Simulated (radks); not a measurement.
Initial-state core-level shifts of the niobium ion Nb+ when its valence configuration changes from [Kr] 4d4. Method: non-relativistic Kohn-Sham, r2SCAN, spin-polarised, spherical densities, point nucleus; open shells are filled with parallel spins first (spin-orbit coupling, left out, can overturn this in heavy ions); meta-GGA in the generalised Kohn-Sham scheme; relativity is left out, which matters for an element this heavy; computed with a radial shooting solver on a logarithmic mesh with Libxc functionals. Shifts are changes of the shell-averaged eigenvalues in eV (positive: less bound); the change of the density at the nucleus, which sets a Mossbauer isomer shift, is in e/bohr^3, on a base of 4.799e+04.

valence           2s       3p       3d       4s  density at nucleus
4d3 5p1       -5.038   -4.994   -5.009   -4.680              +1.292
4d3 5s1       -3.959   -3.902   -3.918   -3.573              +8.767
4d2 5s2       -8.454   -8.305   -8.342   -7.506             +17.627
4d1 5s2 5p1  -14.291  -13.997  -14.060  -12.466             +21.802
4d2 5p2      -10.378  -10.242  -10.278   -9.403              +3.088
4d3.5 5p0.5   -2.484   -2.468   -2.474   -2.334              +0.585
4d3.5 5s0.5   -1.942   -1.917   -1.925   -1.770              +4.197
4d1 5p3      -16.012  -15.729  -15.793  -14.132              +5.375
